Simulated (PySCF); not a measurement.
## Electron correlation in O⁺ (oxygen, charge +1)

[He] 2s2 2p3, high-spin 4S determinant. Calculation: PySCF 2.14, in aug-cc-pVDZ; the non-relativistic Hamiltonian (point nucleus). Frozen: 1s2; 5 electrons correlated.

MP2 pair energies summed by pair of shells (mhartree):

```tsv
pair	energy	share (%)
2s-2p	-47.72	66.1
2p-2p	-17.01	23.5
2s-2s	-7.50	10.4
```

Total MP2 correlation energy: -72.23 mhartree.

Same-spin part -20.03 and opposite-spin part -52.20 mhartree; SCS-MP2 scales them by 1/3 and 6/5 to -69.32 mhartree.

```tsv
level	correlation energy (mhartree)
CCSD	-88.20
(T)	-0.79
CCSD(T)	-88.99
```

Diagnostics: T1 = 0.0046, D1 = 0.0068, largest double amplitude 0.029.

Cost of the coupled-cluster step: 0.12 s of wall time on 1 thread of Neoverse-V2 (shared host), for 5 correlated electrons.
